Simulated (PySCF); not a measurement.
Coordinates in bohr (charge 0 multiplicity 1):
```
Se    0.0000    0.0000   -0.2115
O     2.7160    0.2836   -1.5684
O    -2.7160   -0.2836   -1.5684
O    -0.2962    2.5836    1.9583
O     0.2962   -2.5836    1.9583
H     1.4241    3.2716    2.1146
H    -1.4241   -3.2716    2.1146
```

Method: PySCF, PBE, basis Se def2-SVP, O def2-SVP, H def2-SVP (no relativity, density fitting).

This geometry of SeO₂(OH)₂ is a stationary point at this level.

Q: What is the point group?

A: C2.

Q: Is it a minimum?

A: Yes: all harmonic wavenumbers are real.

Q: Give the atomic charges and bond orders.

A: 
```json
{"atom": "Se1", "Mulliken": "1.11", "Löwdin": "1.03", "polar tensor": "2.03", "Mayer order to Se1": "–"}
{"atom": "O2,3", "Mulliken": "-0.43", "Löwdin": "-0.40", "polar tensor": "-0.61", "Mayer order to Se1": "1.68"}
{"atom": "O4,5", "Mulliken": "-0.33", "Löwdin": "-0.21", "polar tensor": "-0.69", "Mayer order to Se1": "0.94"}
{"atom": "H6,7", "Mulliken": "0.21", "Löwdin": "0.10", "polar tensor": "0.29", "Mayer order to Se1": "0.03"}
```
Other Mayer orders above 0.3: O–H 0.94 (×2).

Q: Give the ideal-gas entropy at 298.15 K and 1 bar by parts.

A: translation 171.0, rotation 103.4, vibration 51.7, spin 0.0; total 326.1 J/(mol K).

Q: What is the atomisation energy, with and without zero-point energy?

A: 2271 kJ/mol without, 2184 kJ/mol with.

Other isomers or separated fragments may lie lower.
